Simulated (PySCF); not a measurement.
HSn, SMILES [SnH] (connectivity only; charge and spin as stated), neutral, multiplicity 2.

Geometry optimised at B3LYP-D3(BJ)/def2-TZVPD. The def2 effective core potentials stand for the cores of Sn; spin–orbit coupling is left out.

Method: ωB97X/def2-TZVPD in PySCF.

Isolated molecule, no solvent.

```json
{
 "total_energy": "-214.88819 hartree",
 "point_group": "C∞v",
 "α spin, highest occupied and lowest empty level": "-6.85 and -1.06 eV",
 "β spin, highest occupied and lowest empty level": "-9.32 and -1.09 eV",
 "dipole_moment": "0.57 D",
 "⟨S²⟩": "0.752 (pure state 0.75)"
}
```
